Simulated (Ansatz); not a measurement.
Cost and result for the atomization energy of CH$_{6}$AlNO, SMILES `C[NH][AlH][OH]` (10 atoms, 9 bonds).

```json
{"atom": "C1", "x (Å)": "-0.638", "y (Å)": "0.793", "z (Å)": "-0.996"}
{"atom": "N2", "x (Å)": "-0.674", "y (Å)": "0.291", "z (Å)": "0.360"}
{"atom": "Al3", "x (Å)": "0.465", "y (Å)": "-0.764", "z (Å)": "1.206"}
{"atom": "O4", "x (Å)": "1.861", "y (Å)": "-1.363", "z (Å)": "0.451"}
{"atom": "H5", "x (Å)": "-0.604", "y (Å)": "1.889", "z (Å)": "-1.037"}
{"atom": "H6", "x (Å)": "0.256", "y (Å)": "0.429", "z (Å)": "-1.508"}
{"atom": "H7", "x (Å)": "-1.500", "y (Å)": "0.465", "z (Å)": "-1.589"}
{"atom": "H8", "x (Å)": "-1.488", "y (Å)": "0.615", "z (Å)": "0.860"}
{"atom": "H9", "x (Å)": "0.195", "y (Å)": "-1.168", "z (Å)": "2.702"}
{"atom": "H10", "x (Å)": "2.127", "y (Å)": "-1.188", "z (Å)": "-0.449"}
```

The species carries charge 0 and has multiplicity 1. All single points use the PBE0-D4/def2-TZVP geometry. It is one conformer, not always the lowest. Program: Ansatz. All runs use 2 threads of an Arm Neoverse V2 on a shared host. Times are those of one run each, without the atoms' runs, and a repeat can differ threefold. Electronic energies, without spin–orbit coupling; frozen cores. CCSD(T)/CBS adds CCSD(T) − MP2 in def2-TZVPP to the MP2 limit, and its time is that of the two runs behind it. T1 = 0.011. B3LYP takes the VWN-RPA correlation (the form of Gaussian; ORCA's B3LYP/G). HSE06 is the plane-wave form, built on full-range PBE exchange.

CCSD(T)/CBS is a level of theory with its own doubt, some kJ/mol a heavy atom from the limit and from the frozen cores, so smaller differences don't rank the functionals.

| level | functions | atomization (kJ/mol) | difference from CCSD(T)/CBS | per bond |
| --- | --- | --- | --- | --- |
| CCSD(T)/def2-SVP | 90 | 3357.7 | -234.5 | -26.1 |
| PBE-D4/def2-TZVPP (with forces) | 219 | 3622.0 | 29.8 | 3.3 |
| HSE06-D4/def2-TZVPP | 219 | 3555.7 | -36.5 | -4.1 |
| BLYP-D4/def2-TZVPP | 219 | 3583.3 | -8.9 | -1.0 |
| LDA (SPW92)/def2-TZVPP | 219 | 4064.5 | 472.3 | 52.5 |
| CCSD(T)/def2-TZVPP | 219 | 3488.1 | -104.1 | -11.6 |
| BHLYP-D4/def2-TZVPP | 219 | 3474.7 | -117.5 | -13.1 |
| r2SCANh-D4/def2-TZVPP | 219 | 3550.4 | -41.8 | -4.6 |
| B3LYP-D4/def2-TZVPP (with forces) | 219 | 3584.0 | -8.2 | -0.9 |
| r2SCAN-D4/def2-TZVPP (with forces) | 219 | 3575.1 | -17.1 | -1.9 |
| MP2/def2-QZVPP | 421 | 3603.5 | 11.3 | 1.3 |
| CCSD(T)/CBS(def2) | – | 3592.2 | 0.0 | 0.0 |
| ωB97M-V/def2-TZVPP (with forces) | 219 | 3592.3 | 0.1 | 0.0 |

(1) Order the runs by time, with rough figures. (Estimate.)

Answers

(1) Computed: LDA (SPW92)/def2-TZVPP 1.3 s; BLYP-D4/def2-TZVPP 2.3 s; PBE-D4/def2-TZVPP (with forces) 2.6 s; BHLYP-D4/def2-TZVPP 3 s; CCSD(T)/def2-SVP 3 s; HSE06-D4/def2-TZVPP 3.4 s; B3LYP-D4/def2-TZVPP (with forces) 4.5 s; r2SCAN-D4/def2-TZVPP (with forces) 5 s; r2SCANh-D4/def2-TZVPP 5.5 s; ωB97M-V/def2-TZVPP (with forces) 12 s; MP2/def2-QZVPP 22 s; CCSD(T)/def2-TZVPP 88 s; CCSD(T)/CBS(def2) 110 s.

The D4 term adds +24.4 kJ/mol with B3LYP and +12.8 kJ/mol with PBE0; it sums over pairs of atoms, weighted by their polarisabilities, and B3LYP, whose exchange is more repulsive, gets the larger term. Leaving LDA and LC-ωPBE aside and taking each functional with its dispersion term where it has one, the values spread over 147.3 kJ/mol, from BHLYP-D4 to PBE-D4. LDA lies +457.7 kJ/mol from PBE without D4, its usual overbinding. At CCSD(T), def2-SVP lies −234.5 kJ/mol from the extrapolated value and def2-TZVPP −104.1 kJ/mol: correlation converges slowly with the basis, and small sets miss more of it in the bonded molecule than in its fragments.
